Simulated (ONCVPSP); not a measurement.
## Before and after: ONCV potential for Fe

* Element: iron
* Generator: ONCVPSP 4.0.1
* Type: optimised norm-conserving Vanderbilt (ONCV)
* Functional: LDA (Perdew-Zunger)
* Relativity: fully relativistic
* Frozen core: [Ne]
* Valence charge: 16
* Reference configuration: 3s2 3p6 3d6 4s2
* Partial waves: 3s+4s: rc 1.60 bohr, ncon 4, nbas 7, qcut 8.6 1/bohr, 3 projectors, debl 1 Ha; 3p: rc 1.05 bohr, ncon 4, nbas 8, qcut 16.6 1/bohr, 2 projectors, debl 1 Ha; 3d: rc 1.65 bohr, ncon 4, nbas 8, qcut 8.5 1/bohr, 3 projectors, debl 0.5 Ha
* Local potential: polynomial inside 0.90 bohr (lpopt 5, dvloc0 6 Ha)
* Core correction: polynomial model core, fcfact 0.6

Open shells are filled in proportion to 2j + 1.

In the p channel the program set the typed energies aside and used -2.183, 0.250 Ha (j = l + 1/2; the other j can differ).

All-electron outer shells of the reference configuration (LDA (Perdew-Zunger), scalar-relativistic, ld1.x):

```tsv
shell	level (eV)	outermost node (bohr)	outermost maximum (bohr)
2p	-698.00	–	0.18
3s	-93.51	0.33	0.70
3p	-59.93	0.30	0.72
3d	-7.75	–	0.71
4s	-5.49	1.01	2.38
```

Change: p: rc 0.88; local potential polynomial inside 0.88 bohr (lpopt 5, dvloc0 6 Ha).

Cutoffs: the cutoffs (Ha) at which the residual kinetic energy of the hardest occupied pseudo-wave falls to 1 and 0.1 mHa per electron; they do not see the model core or the augmentation charge, which bear on the density cutoff. Errors are all-electron minus pseudo energies relative to the spin-unpolarised reference configuration.

Predict the effect on cutoff, ghosts and configuration errors.

The potential gets harder (60 Ha and 80 Ha → 77 Ha and 96 Ha); the errors of the 4 common tests hardly move; the range in which the d5/2 phases agree narrows (upper end at the end of the scan → 2.9); the range in which the d3/2 phases agree narrows (upper end at the end of the scan → 3.2); neither file shows a bound ghost. A smaller radius makes the pseudo-wave follow the all-electron one further in, where it bends more sharply, so more plane waves are needed.

| quantity | base | changed |
| --- | --- | --- |
| cutoff, loose | 60 Ha | 77 Ha |
| cutoff, tight | 80 Ha | 96 Ha |
| loose cutoff by channel | s 12 Ha, p 60 Ha, d 32 Ha | s 12 Ha, p 77 Ha, d 32 Ha |
| bound ghosts | none | none |
| GHOST(+) flags under 300 eV | d5/2 at 161.7 eV, d3/2 at 164.6 eV | d5/2 at 87.8 eV, d3/2 at 95.8 eV |
| error for 3s2 3p6 3d6 4s1, meV [ΔE 8.98 eV] | +1.7 | +1.7 |
| error for 3s2 3p6 3d6 4s0, meV [ΔE 25.47 eV] | +7.7 | +7.8 |
| error for 3s2 3p6 3d5 4s0, meV [ΔE 60.00 eV] | +52 | +51 |
| error for 3s2 3p6 3d6 4s1 4p1, meV [ΔE 4.18 eV] | +0.1 | +0.1 |
| s: phases at 1.62 bohr within 0.05 rad from the reference energy up to (Ha; the scan ends near 5) | to the end of the scan | to the end of the scan |
| d5/2: phases at 1.67 bohr within 0.05 rad from the reference energy up to (Ha; the scan ends near 5) | to the end of the scan | 2.9 |
| d3/2: phases at 1.67 bohr within 0.05 rad from the reference energy up to (Ha; the scan ends near 5) | to the end of the scan | 3.2 |
| rms error of d²Exc/dni dnj with the model core, mHa | 5.19 | 5.22 |
